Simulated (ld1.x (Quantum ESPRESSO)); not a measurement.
# How hard is this oxygen (O) RRKJ potential?

- Element: oxygen (O)
- Generator: ld1.x (Quantum ESPRESSO) 7.5
- Type: norm-conserving RRKJ (Kleinman–Bylander form)
- Functional: PBE
- Relativity: scalar-relativistic
- Frozen core: [He]
- Valence charge: 6
- Reference configuration: 2s2 2p4
- Partial waves: 2s (bound): rc 0.75 bohr; 2p (bound): rc 1.45 bohr
- Local potential: the p channel
- Core correction: Bessel-smoothed model core, default radius (core density twice the valence density)
- rho0: 0.005

The pseudo-atom Hamiltonian at the reference potential is diagonalised in spherical Bessel functions j_l(qr) that vanish at 20 bohr, with q² up to the cutoff. All-electron valence levels (Ry): 2s -1.7611, 2p -0.6637.

Problem. How do the lowest levels (Ry) of each channel move with the cutoff, and are there ghosts?

Solution.

```csv
cutoff (Ry),s #1,s #2,p #1,p #2,d #1,f #1,f #2,Σ f·Δε (mRy)
8,-1.4555,-0.0184,-0.0503,0.0247,0.0480,0.0891,0.2497,3064.9
18,-1.4771,-0.0187,-0.2707,0.0160,0.0480,0.0891,0.2497,2140.3
30,-1.5429,-0.0197,-0.5230,0.0140,0.0480,0.0891,0.2497,999.8
50,-1.6596,-0.0213,-0.6527,0.0135,0.0480,0.0891,0.2497,247.3
70,-1.7123,-0.0220,-0.6633,0.0134,0.0480,0.0891,0.2497,99.5
110,-1.7483,-0.0226,-0.6637,0.0134,0.0480,0.0891,0.2497,26.2
160,-1.7588,-0.0228,-0.6637,0.0134,0.0480,0.0891,0.2497,4.9
260,-1.7612,-0.0228,-0.6637,0.0134,0.0480,0.0891,0.2497,0.0
400,-1.7612,-0.0228,-0.6637,0.0134,0.0480,0.0891,0.2497,0.0
```

Result: no extra level below or beside the all-electron valence levels (s, p, d, f tested); 10 mRy is reached at 140 Ry and 1 mRy at 200 Ry.

Its largest configuration-test error is +1773 meV.
